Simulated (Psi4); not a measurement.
Psi4 input (wB97X-D/6-31G*):

```
memory 1500 MB

molecule {
-1 1
C    -0.35735500   -1.44615700   -0.18651300
C    -1.28924800   -0.37269100   -0.07772700
C    -0.89589400    0.93961500    0.09323500
N     0.39376700    1.30026300    0.16949200
C     1.23866200    0.26872300    0.06370100
N     0.96423600   -1.01956100   -0.10136300
H    -2.35674900   -0.58826200   -0.13065700
H    -1.62454400    1.75173700    0.17495100
H     2.29828900    0.53466400    0.12262400
symmetry c1
no_reorient
no_com
}

set {
  basis 6-31G*
  reference rks
  scf_type pk
  dft_radial_points 99
  dft_spherical_points 590
  e_convergence 1e-8
  d_convergence 1e-7
  maxiter 150
}

e = energy('wb97x-d')
print_out(f'\nFINAL {e:.10f} DIPOLE {variable("CURRENT DIPOLE")[0]:.6f} {variable("CURRENT DIPOLE")[1]:.6f} {variable("CURRENT DIPOLE")[2]:.6f}\n')
```

Output:

```
   => Loading Basis Set <=

    Name: 6-31G*
    Role: ORBITAL
    Keyword: BASIS
    atoms 1-3, 5 entry C          line   111 file 6-31gs.gbs
    atoms 4, 6   entry N          line   128 file 6-31gs.gbs
    atoms 7-9    entry H          line    44 file 6-31gs.gbs

   => WB97X-D: Empirical Dispersion <=

    Chai and Head-Gordon Dispersion Correction
    Chai, J.-D.; Head-Gordon, M. (2010), J. Chem. Phys., 132: 6615-6620

        s6 =       1.000000

         ---------------------------------------------------------
                                   SCF
               by Justin Turney, Rob Parrish, Andy Simmonett
                          and Daniel G. A. Smith
                              RKS Reference
         ---------------------------------------------------------

  ==> Geometry <==

    Molecular point group: c1
    Full point group: C1

    Geometry (in Angstrom), charge = -1, multiplicity = 1:

       Center              X                  Y                   Z               Mass
    ------------   -----------------  -----------------  -----------------  -----------------
         C           -0.357355000000    -1.446157000000    -0.186513000000    12.000000000000
         C           -1.289248000000    -0.372691000000    -0.077727000000    12.000000000000
         C           -0.895894000000     0.939615000000     0.093235000000    12.000000000000
         N            0.393767000000     1.300263000000     0.169492000000    14.003074004430
         C            1.238662000000     0.268723000000     0.063701000000    12.000000000000
         N            0.964236000000    -1.019561000000    -0.101363000000    14.003074004430
         H           -2.356749000000    -0.588262000000    -0.130657000000     1.007825032230
         H           -1.624544000000     1.751737000000     0.174951000000     1.007825032230
         H            2.298289000000     0.534664000000     0.122624000000     1.007825032230

  Running in c1 symmetry.

  Rotational constants: A =      0.21565  B =      0.20669  C =      0.10554 [cm^-1]
  Rotational constants: A =   6465.12029  B =   6196.42023  C =   3163.95956 [MHz]
  Nuclear repulsion =  197.949941546205281

  Charge       = -1
  Multiplicity = 1
  Electrons    = 42
  Nalpha       = 21
  Nbeta        = 21

  ==> Algorithm <==

  SCF Algorithm Type is PK.
  DIIS enabled.
  MOM disabled.
  Fractional occupation disabled.
  Guess Type is SAD.
  Energy threshold   = 1.00e-08
  Density threshold  = 1.00e-07
  Integral threshold = 1.00e-12

  ==> Primary Basis <==

  Basis Set: 6-31G*
    Blend: 6-31G*
    Number of shells: 42
    Number of basis functions: 96
    Number of Cartesian functions: 96
    Spherical Harmonics?: false
    Max angular momentum: 2

  ==> DFT Potential <==

   => LibXC <=

    Version 7.1.2
    S. Lehtola, C. Steigemann, M. J. T. Oliveira, and M. A. L. Marques,  SoftwareX 7, 1–5 (2018) (10.1016/j.softx.2017.11.002)

   => Composite Functional: WB97X-D <=

    wB97X-D Hyb-GGA Exchange-Correlation Functional

    J.-D. Chai and M. Head-Gordon,  Phys. Chem. Chem. Phys. 10, 6615–6620 (2008) (10.1039/B810189B)

    Deriv               =              1
    GGA                 =           TRUE
    Meta                =          FALSE

    Exchange Hybrid     =           TRUE
    MP2 Hybrid          =          FALSE

   => Exchange-Correlation Functionals <=

    1.0000   wB97X-D range-separated functional

   => Exact (HF) Exchange <=

    0.7780            HF,LR [omega = 0.2000]
    0.2220               HF

   => LibXC Density Thresholds  <==

    XC_HYB_GGA_XC_WB97X_D:  1.00E-14

   => Molecular Quadrature <=

    Radial Scheme          =       TREUTLER
    Pruning Scheme         =           NONE
    Nuclear Scheme         =       TREUTLER

    Blocking Scheme        =         OCTREE
    BS radius alpha        =              1
    Pruning alpha          =              1
    Radial Points          =             99
    Spherical Points       =            590
    Total Points           =         486963
    Total Blocks           =           3531
    Max Points             =            256
    Max Functions          =             96
    Weights Tolerance      =       1.00E-15

  ==> Integral Setup <==

  Using in-core PK algorithm.
   Calculation information:
      Number of atoms:                   9
      Number of AO shells:              42
      Number of primitives:            102
      Number of atomic orbitals:        96
      Number of basis functions:        96

      Integral cutoff                 1.00e-12
      Number of threads:                 4

  Performing in-core PK
  Using 32524488 doubles for integral storage.
  We computed 439912 shell quartets total.
  Whereas there are 408156 unique shell quartets.
     7.78 percent of shell quartets recomputed by reordering.

  Computing range-separated integrals for PK
  We computed 439912 wK shell quartets total.
  Whereas there are 408156 wK unique shell quartets.
     7.78 percent of shell quartets recomputed by reordering.

  ==> DiskJK: Disk-Based J/K Matrices <==

    J tasked:                  Yes
    K tasked:                  Yes
    wK tasked:                 Yes
    Omega:               2.000E-01
    Schwarz Cutoff:          1E-12


  Cached 33.3% of DFT collocation blocks in 0.387 [GiB].

  Minimum eigenvalue in the overlap matrix is 1.8464039890E-03.
  Reciprocal condition number of the overlap matrix is 2.4841486198E-04.
    Using symmetric orthogonalization.

  ==> Pre-Iterations <==

  SCF Guess: Superposition of Atomic Densities via on-the-fly atomic UHF (no occupation information).

   -------------------------
    Irrep   Nso     Nmo
   -------------------------
     A         96      96
   -------------------------
    Total      96      96
   -------------------------

  ==> Iterations <==

                        Total Energy        Delta E     RMS |[F,P]|

   @RKS iter SAD:  -262.78888012407998   -2.62789e+02   0.00000e+00
   @RKS iter   1:  -263.34747153031134   -5.58591e-01   6.61126e-03 ADIIS/DIIS
   @RKS iter   2:  -263.44274627386278   -9.52747e-02   5.51844e-03 ADIIS/DIIS
   @RKS iter   3:  -263.56406199536701   -1.21316e-01   9.75703e-04 ADIIS/DIIS
   @RKS iter   4:  -263.56762679587166   -3.56480e-03   3.43045e-04 ADIIS/DIIS
   @RKS iter   5:  -263.56809258969724   -4.65794e-04   1.19452e-04 ADIIS/DIIS
   @RKS iter   6:  -263.56815028048754   -5.76908e-05   3.50644e-05 DIIS
   @RKS iter   7:  -263.56815651471186   -6.23422e-06   8.06428e-06 DIIS
   @RKS iter   8:  -263.56815705970331   -5.44991e-07   5.12003e-06 DIIS
   @RKS iter   9:  -263.56815724478241   -1.85079e-07   1.08899e-06 DIIS
   @RKS iter  10:  -263.56815726295486   -1.81724e-08   5.87196e-07 DIIS
   @RKS iter  11:  -263.56815726593510   -2.98024e-09   1.44363e-07 DIIS
   @RKS iter  12:  -263.56815726634068   -4.05578e-10   3.50381e-08 DIIS
  Energy and wave function converged.

  ==> Post-Iterations <==

   Electrons on quadrature grid:
      Ntotal   =   41.9999996997 ; deviation = -3.003e-07

    Orbital Energies [Eh]
    ---------------------

    Doubly Occupied:

       1A    -14.249771     2A    -14.223773     3A    -10.156298
       4A    -10.145725     5A    -10.089861     6A    -10.061328
       7A     -0.863690     8A     -0.754082     9A     -0.662843
      10A     -0.526486    11A     -0.509503    12A     -0.389592
      13A     -0.361236    14A     -0.331222    15A     -0.297805
      16A     -0.284287    17A     -0.174295    18A     -0.168129
      19A     -0.137237    20A     -0.133191    21A     -0.024086

    Virtual:

      22A      0.255032    23A      0.268810    24A      0.370192
      25A      0.402499    26A      0.424775    27A      0.440144
      28A      0.502079    29A      0.540989    30A      0.623768
      31A      0.639945    32A      0.676915    33A      0.706396
      34A      0.799202    35A      0.852225    36A      0.861319
      37A      0.873362    38A      0.896789    39A      0.907586
      40A      0.911385    41A      0.930499    42A      0.953205
      43A      0.974133    44A      0.976839    45A      1.041170
      46A      1.085260    47A      1.095723    48A      1.119690
      49A      1.134637    50A      1.177345    51A      1.183202
      52A      1.202830    53A      1.237019    54A      1.276426
      55A      1.389567    56A      1.427797    57A      1.484394
      58A      1.550702    59A      1.567050    60A      1.674597
      61A      1.720628    62A      1.771327    63A      1.809453
      64A      1.824426    65A      1.841601    66A      1.841686
      67A      2.023429    68A      2.059619    69A      2.112552
      70A      2.180646    71A      2.253827    72A      2.346721
      73A      2.429901    74A      2.462874    75A      2.484432
      76A      2.503944    77A      2.522703    78A      2.586783
      79A      2.639394    80A      2.719168    81A      2.755185
      82A      2.826946    83A      2.865129    84A      2.979631
      85A      3.015767    86A      3.034843    87A      3.045564
      88A      3.104713    89A      3.363858    90A      3.611558
      91A      4.173567    92A      4.321986    93A      4.416774
      94A      4.528217    95A      4.547206    96A      4.825512

    Final Occupation by Irrep:
              A
    DOCC [    21 ]
    NA   [    21 ]
    NB   [    21 ]

  @RKS Final Energy:  -263.56815726634068

   => Energetics <=

    Nuclear Repulsion Energy =            197.9499415462052809
    One-Electron Energy =                -756.6933822989274177
    Two-Electron Energy =                 320.5668569019457550
    DFT Exchange-Correlation Energy =     -25.3894397451101455
    Empirical Dispersion Energy =          -0.0021336704541833
    VV10 Nonlocal Energy =                  0.0000000000000000
    Total Energy =                       -263.5681572663406769

Computation Completed

Properties will be evaluated at   0.000000,   0.000000,   0.000000 [a0]

Properties computed using the SCF density matrix

 Multipole Moments:

 ------------------------------------------------------------------------------------
     Multipole            Electronic (a.u.)      Nuclear  (a.u.)        Total (a.u.)
 ------------------------------------------------------------------------------------

 L = 1.  Multiply by 2.5417464519 to convert [e a0] to [Debye]
 Dipole X            :         -0.3241155            0.0000132           -0.3241023
 Dipole Y            :          1.4488652           -0.0000132            1.4488520
 Dipole Z            :          0.1699665           -0.0000057            0.1699609
 Magnitude           :                                                    1.4943564

 ------------------------------------------------------------------------------------

FINAL -263.5681572663 DIPOLE -0.324102 1.448852 0.169961

*** Psi4 exiting successfully. Buy a developer a beer!
```

The dipole moment of an ion depends on the origin.

The geometry given is a B3LYP-D3(BJ)/def2-TZVP minimum.
